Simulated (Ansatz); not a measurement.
Harmonic frequencies (cm⁻¹) at PBE0-D4/def2-TZVP from Ansatz: 38, 72, 80, 120, 181, 226, 251, 293, 310, 400, 456, 472, 534, 583, 586, 703, 809, 871, 950, 1092, 1127, 1142, 1167, 1192, 1197, 1222, 1295, 1322, 1352, 1372, 1388, 1408, 1448, 3086, 3097, 3115.

Each molecule was computed in one conformer, which needn't be the lowest.

Which molecule is it?
A. `FC(F)CC(F)(F)C(F)(F)F`
B. `FC(F)[C@H](F)[C@@H](F)C(F)(F)F`
C. `FC(F)C(F)(F)CC(F)(F)F`
D. `FCC(F)(C(F)F)C(F)(F)F`

B.
